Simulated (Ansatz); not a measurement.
The cluster Sr4O4⁺. Total charge 1; doublet. Geometry PBE-D4/def2-SVP, that of the neutral singlet; atoms count from 1.

```xyz
8

Sr    2.5536    0.8108   -0.1099
Sr   -0.6353   -1.4465   -1.3552
Sr   -0.9660    2.4873   -0.2618
Sr   -0.6003   -1.1206    1.6406
O     1.2256    2.5473   -0.2751
O    -1.3048   -2.7113    0.3069
O     1.2252   -0.9322    0.0837
O    -1.4979    0.3652   -0.0293
```

In the def2 sets Sr takes a core potential; there is no spin–orbit coupling. The structure comes from a short search, and lower isomers may exist.

Estimate the Mulliken populations from the PBE0/def2-TZVP orbitals of Ansatz.


| atom | charge (e) | spin (α − β) |
| --- | --- | --- |
| Sr1 | 1.30 | 0.00 |
| Sr2 | 1.33 | -0.04 |
| Sr3 | 1.30 | 0.00 |
| Sr4 | 1.33 | -0.04 |
| O5 | -1.14 | 0.00 |
| O6 | -0.72 | 0.90 |
| O7 | -1.20 | 0.09 |
| O8 | -1.20 | 0.09 |
Mulliken values and Mayer orders depend strongly on the basis.

Where does the spin sit?

Summed by element: Sr -0.08, O 1.08, of 1 unpaired in all. Largest on single atoms: O6 0.90, O7 0.09, O8 0.09.

And the Mayer bond orders between bonded heavy atoms (over 0.3)?

Sr1–O5 0.70 (2.19 Å); Sr1–O7 0.45 (2.20 Å); Sr2–O6 0.36 (2.19 Å); Sr2–O7 0.39 (2.41 Å); Sr2–O8 0.39 (2.41 Å); Sr3–O5 0.70 (2.19 Å); Sr3–O8 0.45 (2.20 Å); Sr4–O6 0.36 (2.19 Å); Sr4–O7 0.39 (2.41 Å); Sr4–O8 0.39 (2.41 Å).
